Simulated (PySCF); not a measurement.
Ge(H)(Cl)2(vinyl) (C2H4Cl2Ge), SMILES C=[CH][GeH]([Cl])[Cl].

The structure is a stationary point at PBE0-D3(BJ)/def2-SVP. Other conformers were not sampled.

Two levels are set side by side: TDA-PBE/def2-SVPD (PySCF) and TDA-B3LYP/def2-SVPD (PySCF). Vertical, same geometry. The lowest singlet is HOMO→LUMO 53 %, HOMO−1→LUMO 45 % with PBE and HOMO−1→LUMO 84 % with the other functional; states are paired by order. Differences are taken from unrounded values.

```
quantity                               TDA-B3LYP  TDA-PBE  TDA-PBE minus TDA-B3LYP
-------------------------------------  ---------  -------  -----------------------
lowest singlet excitation (eV)              6.04     5.36                    -0.68
lowest triplet excitation (TDA) (eV)        4.29     4.33                     0.04
first bright state (f over 0.05) (eV)       7.14     6.69                    -0.45
its oscillator strength                     0.11     0.06                    -0.05
```

A lower first singlet is the usual sign of a functional without exact exchange. Differences between two approximate levels are no errors against the true value.

Rough cost on one machine, each run with all the roots and properties that it gave: TDA-B3LYP against TDA-PBE about 3 times.
